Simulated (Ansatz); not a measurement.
A nudged elastic band was laid between two geometries of BCl2F + H (5 atoms, charge 0, multiplicity 2).

Method: Ansatz 0.2.0, UKS PBE0/def2-SVP.

```json
{"movable images": "5", "climbing image": "yes", "spring": "5.0 eV/Å²", "optimiser": "quadratic models (default)", "start path": "through a guess of the saddle point", "force threshold": "0.05 eV/Å", "iteration limit": "60", "end points": "relaxed"}
```

First end point:

```xyz
5
Properties=species:S:1:pos:R:3
B 0.000 0.000 -0.333
F 0.000 0.000 0.978
Cl 1.521 0.000 -1.184
Cl -1.521 0.000 -1.184
H 0.000 0.000 4.222
```

Last end point:

```xyz
5
Properties=species:S:1:pos:R:3
B 0.000 0.000 -0.645
F 0.000 0.000 2.574
Cl 1.527 0.000 -1.462
Cl -1.527 0.000 -1.462
H 0.000 0.000 3.495
```

Problem. What changes between the two ends?

Solution. Bonds broken: B1–F2. Bonds formed: F2–H5. BCl2F + H becomes BCl2 + FH.

Problem. Give the energies along the band, and the barrier.

Solution. The run converged. The highest image is number 3 of 0 to 6, 2.72 eV above the first end and 1.20 eV above the last; the last end lies 1.52 eV above the first. Neighbouring images differ by up to 2.5 eV, so the band resolves the path poorly. A vibrational analysis at the climbing image gives 2 clearly imaginary modes (1395i, 583i cm⁻¹): a point of higher order. A lower path may pass nearby, or the ends, which weren't checked, may share the extra mode.

```csv
image,path coordinate (Å),energy (eV),B1–F2 (Å),F2–H5 (Å)
0,0.00,0.00,1.31,3.24
1,0.58,0.02,1.31,2.60
2,1.16,0.20,1.32,1.94
3,1.74,2.72,1.78,1.12
4,2.24,1.78,2.33,0.92
5,2.74,1.55,2.77,0.92
6,3.23,1.52,3.22,0.92
```

Problem. What is the geometry of the highest image?

Solution. 
```xyz
5
Properties=species:S:1:pos:R:3:forces:R:3
B 0.000 0.000 -0.107 0.00 0.00 -0.01
F 0.000 0.000 1.672 0.00 0.00 0.00
Cl 1.522 0.000 -0.928 0.00 0.00 0.00
Cl -1.522 0.000 -0.928 0.00 0.00 0.00
H 0.000 0.000 2.792 0.00 0.00 0.00
```

Time of the run: 110 s on 2 threads of Arm Neoverse V1 (shared host), peak memory 0.18 GiB.
